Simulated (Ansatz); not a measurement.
Input for Ansatz (a quantum-chemistry and plane-wave program): U-PBE/cc-pV(T+d)Z on C2H6Si (SMILES C[Si]C), a point of a bond scan (R = 1.650 Å). Files ending in .json are basis or fitting sets from the Basis Set Exchange.

Ansatz 0.2 input:
```yaml
crystal:
  periodic: [false, false, false]
  atoms:
    - {symbol: Si, position_ang: [0.21503000, -0.10027787, 0.71649002]}
    - {symbol: C, position_ang: [0.53187861, 1.33369970, -0.49695968]}
    - {symbol: H, position_ang: [-0.86788552, 2.20637034, -0.55078667]}
    - {symbol: H, position_ang: [0.73055639, 1.00415396, -1.52134449]}
    - {symbol: H, position_ang: [1.32261251, 2.01106368, -0.17291591]}
    - {symbol: C, position_ang: [-0.81531610, -1.20152043, -0.44746731]}
    - {symbol: H, position_ang: [-0.09708380, -1.68306319, -1.12778542]}
    - {symbol: H, position_ang: [-1.51089903, -0.64024612, -1.07879372]}
    - {symbol: H, position_ang: [-1.35368361, -1.99657387, 0.06938554]}
basis:
  gaussian:
    orbitals: cc-pV_T+d_Z.json
hamiltonian:
  xc: {name: PBE}
magnetization: {spin_polarized: true, initial_magnetization: 0}
```

It printed:

```
WARN ansatz: RAYON_NUM_THREADS=1 ignored (pool sized by the plan → 1); use --threads N
Functional definition: PBE
integrals: 0.08 GiB planned
986 factors; their error is unknown
mean field: 0.81 GiB planned
mean field evaluation 1: about -10023.1423 eV, gradient 6.0e1 eV
mean field evaluation 2: about -9976.4536 eV, gradient 9.1e1 eV
mean field evaluation 4: about -10039.4279 eV, gradient 1.2e1 eV
mean field evaluation 8: about -10040.2764 eV, gradient 9.0e-2 eV
mean field evaluation 16: about -10040.2587 eV, gradient 1.6e-4 eV
mean field -10040.25870329 eV, -368.9727018142 hartree, gradient 8.6e-6 eV, S^2 0.000000; 1 other end points of the search recorded, 0 dependent functions left out
reference -10040.25874122 eV, -368.9727032079 hartree; 16, 16 occupied and 167, 167 virtual orbitals, 986 factors
Total energy: -10040.25874122 eV, -368.9727032079 hartree
```

The calculation finished and met its thresholds.

Cost: around 7 core-seconds (rough).
